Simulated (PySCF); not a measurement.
GeF₂ClBr, SMILES [F][Ge]([F])([Cl])[Br].

Geometry optimised at PBE-D3(BJ)/def2-SVP. This is a generated structure with no PubChem entry under its InChIKey; it may be hypothetical.

Level of theory: PBE-D3(BJ)/def2-SVP (PySCF).

Frequencies are harmonic and unscaled.

| mode | ν (cm⁻¹) | IR (km/mol) | moving atoms (share of kinetic energy) |
|---|---|---|---|
| 1 | 110 | 0.4 | Cl 50 %, Br 22 %, F 14 %, Ge 14 % |
| 2 | 145 | 0.7 | F 80 %, Br 11 % |
| 3 | 176 | 6.7 | F 44 %, Ge 29 %, Cl 25 % |
| 4 | 208 | 18.7 | F 65 %, Br 24 % |
| 5 | 225 | 16.5 | F 77 %, Ge 13 %, Cl 8 % |
| 6 | 321 | 43.9 | Ge 45 %, Br 36 %, F 10 %, Cl 9 % |
| 7 | 444 | 80.4 | Cl 59 %, Ge 38 % |
| 8 | 706 | 69.3 | F 82 %, Ge 18 % |
| 9 | 733 | 63.9 | F 75 %, Ge 25 % |
